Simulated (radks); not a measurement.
Dy0.5+, configuration [Xe] 4f8.5 5d1 6s2 (fractional occupations, a model configuration). All-electron calculation, Dirac Kohn-Sham, PBE, spin-unpolarised, spherical densities, point nucleus; open shells are shared between the two j in proportion to 2j + 1. Program: a radial shooting solver on a logarithmic mesh with Libxc functionals.

Unscreened Slater integrals over Kohn-Sham orbitals (eV). Large and small components are both included.

F0(5d5/2,5d5/2): 9.9494
F2(5d5/2,5d5/2): 4.9711
F4(5d5/2,5d5/2): 3.2124
F0(5d5/2,5d3/2): 10.099
F2(5d5/2,5d3/2): 5.0486
G2(5d5/2,5d3/2): 5.0456
G4(5d5/2,5d3/2): 3.2628
F0(5d5/2,6s1/2): 7.7910
G2(5d5/2,6s1/2): 2.5201
F0(5d5/2,4f7/2): 13.124
F2(5d5/2,4f7/2): 2.9711
F4(5d5/2,4f7/2): 1.4107
G1(5d5/2,4f7/2): 1.3781
G3(5d5/2,4f7/2): 1.0935
G5(5d5/2,4f7/2): 0.82700
F0(5d3/2,5d3/2): 10.256
F2(5d3/2,5d3/2): 5.1351
F0(5d3/2,6s1/2): 7.8524
G2(5d3/2,6s1/2): 2.4151
F0(5d3/2,4f7/2): 13.481
F2(5d3/2,4f7/2): 3.1443
G3(5d3/2,4f7/2): 1.1815
G5(5d3/2,4f7/2): 0.89176
F0(6s1/2,6s1/2): 6.8482
F0(6s1/2,4f7/2): 8.9381
G3(6s1/2,4f7/2): 0.29661
F0(4f7/2,4f7/2): 31.795
F2(4f7/2,4f7/2): 14.992
F4(4f7/2,4f7/2): 9.3830
F6(4f7/2,4f7/2): 6.7438
